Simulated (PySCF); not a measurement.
PySCF input file for PbFI, SMILES [F][Pb][I] (connectivity only; charge and spin as stated), neutral, multiplicity 1, B3LYP-D3(BJ)/def2-TZVP. The structure is a stationary point at B3LYP-D3(BJ)/def2-TZVP. The def2 effective core potentials stand for the cores of I, Pb; spin–orbit coupling is left out.

```python
import numpy as np
from pyscf import gto, scf, dft, df
from pyscf.hessian import thermo

mol = gto.M(
    atom='''
    Pb    0.22964314    1.00495817    0.00000000
    F    -1.76455141    1.52863764    0.00000000
    I    -0.05565613   -1.81442092    0.00000000
    ''',
    basis='def2-TZVP',
    ecp={'I': 'def2-tzvp', 'Pb': 'def2-tzvp'},
    charge=0,
    spin=0,
    max_memory=1600,
    verbose=3,
)
mf = dft.RKS(mol, xc='b3lyp').density_fit(auxbasis='def2-universal-jkfit')
mf.disp = 'd3bj'
mf.grids.level = 3
mf.conv_tol = 1e-11
mf.max_cycle = 100
mf.kernel()

# [left out here: the lines that compute and print the analytic Hessian (its translational invariance restored by hand, since the grid's response is missing), thermochemistry and intensities]
```

Log of the run:

```
converged SCF energy = -590.74375005647

WARN: DFTD3 does not support analytical Hessian, using finite difference


WARN: Mole.unit (angstrom) is changed to Bohr

Mode                                 0                   1                   2
Irrep
Freq [cm^-1]                      103.0276            163.2293            514.8934
Reduced mass [au]                  22.9183            121.8930             20.5845
Force const [Dyne/A]                0.1433              1.9135              3.2153
Char temp [K]                     148.2338            234.8506            740.8170
Normal mode                   x     y     z       x     y     z       x     y     z
       0  Pb                -0.02 -0.00 -0.00    0.01  0.04  0.00   -0.02  0.00  0.00
       1   F                 0.04  0.20 -0.00   -0.01 -0.04  0.00    0.21 -0.05  0.00
       2   I                 0.02 -0.03  0.00   -0.01 -0.07 -0.00    0.00  0.00 -0.00
temperature 298.1500 [K]
pressure 101325.00 [Pa]
Rotational constants [GHz] 7.19982 0.75268 0.68144
Symmetry number 1
Zero-point energy (ZPE) 0.00178 [Eh]   4672.317 [J/mol]
                           tot       elec      trans        rot        vib
Entropy [J/mol/K]       329.968      0.000    181.914    120.731     27.322
Cv [J/mol/K]             46.078      0.000     12.472     12.472     21.135
Cp [J/mol/K]             54.393      0.000     20.786     12.472     21.135
Internal energy [J/mol]                      3718.434   3718.434   8775.455
Internal energy [Eh]   -590.73758  -590.74375
Enthalpy [J/mol]                             6197.391   3718.434   8775.455
Enthalpy [Eh]          -590.73663
Gibbs free energy [J/mol]                  -48040.336 -32277.582    629.339
Gibbs free energy [Eh] -590.77410
mode   freq/cm-1   IR/(km/mol)
   1      103.03         3.168
   2      163.23        27.040
   3      514.89       102.620
max |gradient| / (hartree/bohr): 0.0001592403061474313
APT charges: [ 1.219 -0.679 -0.54 ]
```

Self-consistency was reached.

Cost: about 60 core-seconds (a rough figure).
